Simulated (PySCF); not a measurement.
## Pd: ionisation energy

Pd [Kr] 4d10 (1S) → Pd⁺ [Kr] 4d9 (2D), as a difference of total energies. Calculation: PySCF 2.14, in def2-TZVP with the def2 core potential (28 electrons) (6s4p3d1f, 40 functions); scalar relativity through the core potential. Correlated levels: valence: 4s2 4p6 frozen. The calculations carry no spin-orbit coupling.

```
           method  ionisation energy (eV)  error (eV)
              UHF                   6.281      -2.231
             MN15                   8.710      +0.198
           M06-2X                   8.448      -0.064
    MP2 (valence)                   7.982      -0.530
SCS-MP2 (valence)                   7.805      -0.707
```

Reference: 8.512 eV (measured; NIST levels, between the centres of gravity of the two terms).

Errors of the correlated levels include the incompleteness of this basis and the frozen core.
